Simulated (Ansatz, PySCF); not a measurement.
Gas-phase reaction (SMILES): O=CC=O + 2 C (CH4) -> 2 C=O (CH2O) [formaldehyde] + CC (C2H6) [ethane]; bond separation energy.

Each molecule is optimised on its own at B3LYP-D3(BJ)/def2-TZVP (Ansatz, a first-principles code), one conformer each, not searched for the lowest. Cores are frozen in the correlated levels unless marked. Spin-orbit coupling is left out. No relativistic terms. CBS marks a two-point X^-3 extrapolation of the correlation energy; Hartree-Fock from the larger set. [CCSD(T)-MP2]/basis is that difference in the basis named. Unstable Hartree-Fock reference: O=CC=O. Thermal terms are rigid-rotor harmonic-oscillator values from B3LYP-D3(BJ) frequencies (PySCF) at 298.15 K and 1 atm. 1 Eh = 627.5095 kcal/mol.

```
species     E, RI-MP2/CBS(cc-pVTZ,cc-pVQZ)+[CCSD(T)-MP2]/cc-pVTZ (Ansatz) (Eh)  E, B3LYP-D3(BJ)/def2-TZVPD (Ansatz + dftd3) (Eh)  H - E (Eh)  G - E (Eh)
----------  ------------------------------------------------------------------  ------------------------------------------------  ----------  ----------
O=CC=O                                                              -227.60071                                        -227.92655     0.04202     0.01116
C (CH4)                                                              -40.46125                                         -40.53958     0.04840     0.02728
C=O (CH2O)                                                          -114.39194                                        -114.55703     0.03033     0.00552
CC (C2H6)                                                            -79.71807                                         -79.86964     0.07887     0.05302
```

Question: Work out ΔE and ΔH, ΔG, ΔS and the equilibrium constant at 298.15 K at the first level, then ΔH at the second.

Answer: 
1. ΔE = [2×(-114.39194) + (-79.71807)] - [(-227.60071) + 2×(-40.46125)] = 0.02126 Eh = 13.3 kcal/mol at RI-MP2/CBS(cc-pVTZ,cc-pVQZ)+[CCSD(T)-MP2]/cc-pVTZ.
2. The terms H - E add up to 0.00071 Eh, so ΔH = (0.02126 + (0.00071))×627.5095 = 13.8 kcal/mol.
3. The terms G - E add up to -0.00166 Eh, so ΔG = 12.3 kcal/mol, and ΔS = (0.00071 - (-0.00166))×627509.5/298.15 = 5.0 cal/(mol K).
4. log10 K = -ΔG/(RT ln 10) = -9.0, with RT ln 10 = 1.3642 kcal/mol.
5. At B3LYP-D3(BJ)/def2-TZVPD the same steps give ΔE = 13.8 and ΔH = 14.3 kcal/mol, a shift of +0.5 from the first level.
6. Tabulated enthalpies of formation (O=CC=O -50.8 kcal/mol, ATcT 1.112; C (CH4) -17.8 kcal/mol, ATcT 1.112; C=O (CH2O) -26.1 kcal/mol, ATcT 1.112; CC (C2H6) -20.0 kcal/mol, ATcT 1.112) give ΔH = 14.2, so the errors are -0.4 and +0.1 kcal/mol; the tables hold anharmonic motion, scalar relativity, and any other conformers, which both levels lack, and core correlation, which the frozen-core level lacks.
